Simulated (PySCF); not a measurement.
C8H14O.
Numbering: `[CH3:1][C@@H:2]1[CH2:3][C@:4]12[CH2:5][CH2:6][CH2:7][C@H:8]2[OH:9]` (hydrogens: H10, H11, H12 on C1; H13 on C2; H14, H15 on C3; H16, H17 on C5; H18, H19 on C6; H20, H21 on C7; H22 on C8; H23 on O9)

Computed by this run: PySCF, PBE0-D3(BJ)/def2-SVP geometry optimisation, gas phase; density fitting, grid level 1; the optimiser is geomeTRIC in internal coordinates, started from a GFN2-xTB structure.

Geometry at step 1:
```
atom  x, y, z in Å
C1      2.5122   -0.6744    0.5811
C2      1.4994   -0.7909   -0.5218
C3      1.2657    0.3226   -1.4958
C4      0.1931   -0.0365   -0.5101
C5     -0.2079    0.8757    0.6393
C6     -1.5204    0.2734    1.1352
C7     -2.2041   -0.1583   -0.1535
C8     -1.0783   -0.7579   -1.0078
O9     -1.3022   -0.7018   -2.3899
H10     3.4926   -1.0572    0.2534
H11     2.2121   -1.2508    1.4728
H12     2.6595    0.3721    0.8919
H13     1.4187   -1.7995   -0.9513
H14     1.8105    1.2595   -1.3296
H15     1.0899    0.0719   -2.5465
H16    -0.3859    1.9017    0.2672
H17     0.5587    0.9507    1.4253
H18    -1.3119   -0.6084    1.7673
H19    -2.1221    0.9710    1.7389
H20    -2.6073    0.7277   -0.6799
H21    -3.0434   -0.8566   -0.0103
H22    -0.9860   -1.8367   -0.7881
H23    -1.3373    0.2293   -2.6363
```

Task: What forces act on the atoms?

Result: 
```tsv
atom	Fx (eV/Å)	Fy (eV/Å)	Fz (eV/Å)
C1	0.069	0.016	0.063
C2	-0.083	-0.108	-0.109
C3	0.058	0.095	-0.038
C4	0.029	-0.034	-0.015
C5	0.062	0.094	0.007
C6	-0.027	0.005	0.082
C7	-0.111	-0.046	-0.059
C8	-0.018	-0.116	0.082
O9	0.032	0.026	0.010
H10	-0.024	0.022	0.008
H11	0.012	0.013	-0.027
H12	-0.010	-0.032	-0.002
H13	0.002	0.054	0.034
H14	-0.029	-0.028	-0.014
H15	0.004	-0.016	0.034
H16	0.002	-0.044	0.018
H17	-0.021	-0.006	-0.020
H18	-0.013	0.025	-0.031
H19	0.020	-0.026	-0.020
H20	0.034	-0.018	0.022
H21	0.024	0.034	-0.018
H22	-0.006	0.068	0.007
H23	-0.006	0.022	-0.014
```

The largest, 0.17 eV/Å, acts on C2; the rms over all components is 0.045 eV/Å. The forces sum to zero within rounding, as they must for an isolated molecule in no field.

Task: Give the force on C2 in Eh/bohr and in nN.

Result: 0.174 eV/Å ÷ 51.422 = 0.00339 Eh/bohr, and 0.174 eV/Å × 1.602 = 0.28 nN.

Task: How far is this geometry from the end of the optimisation?

Result: 0.014 eV above it, and 0.304 Å rms away after alignment. The bonds farthest from their final lengths, with half the difference of the two atoms' forces along the bond (positive lengthens):

```csv
bond,now (Å),final (Å),force along bond (eV/Å)
C5–C6,1.527,1.537,+0.07
C7–C8,1.535,1.527,+0.01
C4–C5,1.521,1.529,+0.04
C2–C4,1.509,1.501,-0.03
C4–C8,1.544,1.539,+0.02
C3–C4,1.500,1.505,+0.03
```

The angle farthest from its final value is C6–C7–C8, 104.6° against 103.0°.

What follows is the cost of the whole optimisation. The run took 5.7 min on one thread of an Arm Neoverse V1, on a shared host, and the process peaked at 0.80 GiB of memory.
